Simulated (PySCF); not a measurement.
MoO₃, triplet (typed; the unrestricted solution is spin-contaminated), geometry from GFN2-xTB (such geometries of metal compounds can be far from the true shape) (the multiplicity is a formal guess) (all electrons, no relativity); HF/3-21G in PySCF.

PySCF was given this input:
```python
from pyscf import gto, scf

mol = gto.Mole()
mol.atom = '''
    Mo   -0.000000   -0.000000   -0.000000
    O    -1.132758   -1.198745   -0.100894
    O    -0.102421    1.318933   -0.990069
    O     1.235179   -0.120188    1.090962
'''
mol.basis = '3-21g'
mol.charge = 0
mol.spin = 2
mol.verbose = 4
mol.build()

mf = scf.UHF(mol)
mf.kernel()
```

Output, abridged:

```
PySCF version 2.14.0

[INPUT] verbose = 4
[INPUT] num. atoms = 4
[INPUT] num. electrons = 66
[INPUT] charge = 0
[INPUT] spin (= nelec alpha-beta = 2S) = 2
[INPUT] symmetry False subgroup None
[INPUT] Mole.unit = angstrom
[INPUT] Symbol           X                Y                Z      unit          X                Y                Z       unit  Magmom
[...]
nuclear repulsion = 358.317049346907
number of shells = 29
number of NR pGTOs = 126
number of NR cGTOs = 63
basis = 3-21g
ecp = {}

******** <class 'pyscf.scf.uhf.UHF'> ********
method = UHF
initial guess = minao
damping factor = 0
level_shift factor = 0
DIIS = <class 'pyscf.scf.diis.CDIIS'>
diis_start_cycle = 1
diis_space = 8
diis_damp = 0
SCF conv_tol = 1e-09
SCF conv_tol_grad = None
SCF max_cycles = 50
direct_scf = True
direct_scf_tol = 1e-13
number electrons alpha = 34  beta = 32
Set gradient conv threshold to 3.16228e-05
init E= -4173.49649290408

cycle= 1 E= -4178.78542749833  delta_E= -5.29  |g|= 1.23  |ddm|= 2.61
cycle= 2 E= -4177.26817421738  delta_E= 1.52  |g|= 2.49  |ddm|= 2.92
cycle= 3 E= -4179.70713404126  delta_E= -2.44  |g|= 0.223  |ddm|= 1.39
cycle= 4 E= -4179.73132000613  delta_E= -0.0242  |g|= 0.164  |ddm|= 0.326
cycle= 5 E= -4179.74485666153  delta_E= -0.0135  |g|= 0.0408  |ddm|= 0.139
cycle= 6 E= -4179.7492145245  delta_E= -0.00436  |g|= 0.0258  |ddm|= 0.144
cycle= 7 E= -4179.75021703327  delta_E= -0.001  |g|= 0.0175  |ddm|= 0.0475
cycle= 8 E= -4179.75107330142  delta_E= -0.000856  |g|= 0.0115  |ddm|= 0.0554
cycle= 9 E= -4179.75160159943  delta_E= -0.000528  |g|= 0.0107  |ddm|= 0.0347
cycle= 10 E= -4179.75196524789  delta_E= -0.000364  |g|= 0.0111  |ddm|= 0.023
cycle= 11 E= -4179.75151980121  delta_E= 0.000445  |g|= 0.0101  |ddm|= 0.0297
cycle= 12 E= -4179.75094360005  delta_E= 0.000576  |g|= 0.00761  |ddm|= 0.0662
cycle= 13 E= -4179.75098422411  delta_E= -4.06e-05  |g|= 0.00546  |ddm|= 0.042
cycle= 14 E= -4179.75108080648  delta_E= -9.66e-05  |g|= 0.0048  |ddm|= 0.018
cycle= 15 E= -4179.75118980221  delta_E= -0.000109  |g|= 0.00339  |ddm|= 0.0354
cycle= 16 E= -4179.75127456764  delta_E= -8.48e-05  |g|= 0.00241  |ddm|= 0.0255
cycle= 17 E= -4179.7513154119  delta_E= -4.08e-05  |g|= 0.00221  |ddm|= 0.0131
cycle= 18 E= -4179.75135474378  delta_E= -3.93e-05  |g|= 0.00166  |ddm|= 0.0179
cycle= 19 E= -4179.75138692426  delta_E= -3.22e-05  |g|= 0.00119  |ddm|= 0.0187
cycle= 20 E= -4179.75140465967  delta_E= -1.77e-05  |g|= 0.000809  |ddm|= 0.0154
cycle= 21 E= -4179.75141122461  delta_E= -6.56e-06  |g|= 0.000671  |ddm|= 0.00811
cycle= 22 E= -4179.75141445935  delta_E= -3.23e-06  |g|= 0.0006  |ddm|= 0.00497
cycle= 23 E= -4179.75141676039  delta_E= -2.3e-06  |g|= 0.000549  |ddm|= 0.00336
cycle= 24 E= -4179.75141969644  delta_E= -2.94e-06  |g|= 0.000521  |ddm|= 0.00422
cycle= 25 E= -4179.75142267189  delta_E= -2.98e-06  |g|= 0.000505  |ddm|= 0.00427
cycle= 26 E= -4179.75142580266  delta_E= -3.13e-06  |g|= 0.000492  |ddm|= 0.00457
cycle= 27 E= -4179.7514283299  delta_E= -2.53e-06  |g|= 0.000481  |ddm|= 0.00366
cycle= 28 E= -4179.75143564345  delta_E= -7.31e-06  |g|= 0.000466  |ddm|= 0.0109
cycle= 29 E= -4179.75144219728  delta_E= -6.55e-06  |g|= 0.000446  |ddm|= 0.0101
cycle= 30 E= -4179.75145001671  delta_E= -7.82e-06  |g|= 0.000433  |ddm|= 0.0127
cycle= 31 E= -4179.75145481249  delta_E= -4.8e-06  |g|= 0.000413  |ddm|= 0.00811
cycle= 32 E= -4179.75146145835  delta_E= -6.65e-06  |g|= 0.000408  |ddm|= 0.0118
cycle= 33 E= -4179.75146189452  delta_E= -4.36e-07  |g|= 0.00041  |ddm|= 0.000757
cycle= 34 E= -4179.75146196878  delta_E= -7.43e-08  |g|= 0.000409  |ddm|= 0.000154
cycle= 35 E= -4179.75146304104  delta_E= -1.07e-06  |g|= 0.000407  |ddm|= 0.00205
cycle= 36 E= -4179.75146500556  delta_E= -1.96e-06  |g|= 0.000402  |ddm|= 0.0038
cycle= 37 E= -4179.7514663369  delta_E= -1.33e-06  |g|= 0.000409  |ddm|= 0.00264
cycle= 38 E= -4179.75146706251  delta_E= -7.26e-07  |g|= 0.00041  |ddm|= 0.0014
cycle= 39 E= -4179.75146678193  delta_E= 2.81e-07  |g|= 0.000398  |ddm|= 0.00108
cycle= 40 E= -4179.75146753137  delta_E= -7.49e-07  |g|= 0.000397  |ddm|= 0.00168
cycle= 41 E= -4179.75146856683  delta_E= -1.04e-06  |g|= 0.000377  |ddm|= 0.00287
cycle= 42 E= -4179.75147670987  delta_E= -8.14e-06  |g|= 0.000348  |ddm|= 0.0184
cycle= 43 E= -4179.75148945198  delta_E= -1.27e-05  |g|= 0.000329  |ddm|= 0.0359
cycle= 44 E= -4179.75148891826  delta_E= 5.34e-07  |g|= 0.00023  |ddm|= 0.00263
cycle= 45 E= -4179.75149602798  delta_E= -7.11e-06  |g|= 0.000304  |ddm|= 0.0302
cycle= 46 E= -4179.75149559747  delta_E= 4.31e-07  |g|= 0.000166  |ddm|= 0.0035
cycle= 47 E= -4179.75149785959  delta_E= -2.26e-06  |g|= 0.000216  |ddm|= 0.0139
cycle= 48 E= -4179.75149790607  delta_E= -4.65e-08  |g|= 0.000141  |ddm|= 0.00116
cycle= 49 E= -4179.75149879464  delta_E= -8.89e-07  |g|= 0.000115  |ddm|= 0.00723
cycle= 50 E= -4179.75149898841  delta_E= -1.94e-07  |g|= 0.000111  |ddm|= 0.00182
SCF not converged.
SCF energy = -4179.75149898841 after 50 cycles  <S^2> = 2.207563  2S+1 = 3.1353233
```

The run did not converge; its last values are not results.
